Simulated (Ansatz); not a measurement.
CH4N2OSi (`N#CN[SiH2]O`) from Hartree–Fock to CCSD(T)

| atom | x (Å) | y (Å) | z (Å) |
| --- | --- | --- | --- |
| N1 | -1.662 | 1.860 | 1.365 |
| C2 | -0.716 | 1.244 | 1.123 |
| N3 | 0.346 | 0.500 | 0.821 |
| Si4 | 0.282 | -0.855 | -0.287 |
| O5 | 0.392 | -0.436 | -1.862 |
| H6 | 1.231 | 0.888 | 1.116 |
| H7 | 1.492 | -1.645 | 0.004 |
| H8 | -1.001 | -1.527 | 0.009 |
| H9 | -0.364 | -0.030 | -2.290 |

Charge 0, multiplicity 1. The structure was optimised at the PBE0-D4/def2-TZVP level. It is one conformer, not always the lowest. Frozen core, restricted reference, Ansatz. CBS rows extrapolate triple and quadruple zeta; past MP2 they add the triple-zeta difference.

```
     basis     HF (Eh)  MP2 corr.
  def2-SVP  -512.68189   -0.72280
def2-TZVPP  -513.06568   -0.90121
def2-QZVPP  -513.08513   -0.96756
```

**Question.** Estimate the CCSD correlation energy and the (T) correction in each basis where they were run (hartree).

**Answer.** 
```json
{"basis": "def2-SVP", "CCSD corr.": "-0.75234", "(T)": "-0.02362"}
{"basis": "def2-TZVPP", "CCSD corr.": "-0.92097", "(T)": "-0.03975"}
{"basis": "CBS(def2)", "CCSD corr.": "-1.03647", "(T)": "as TZ"}
```
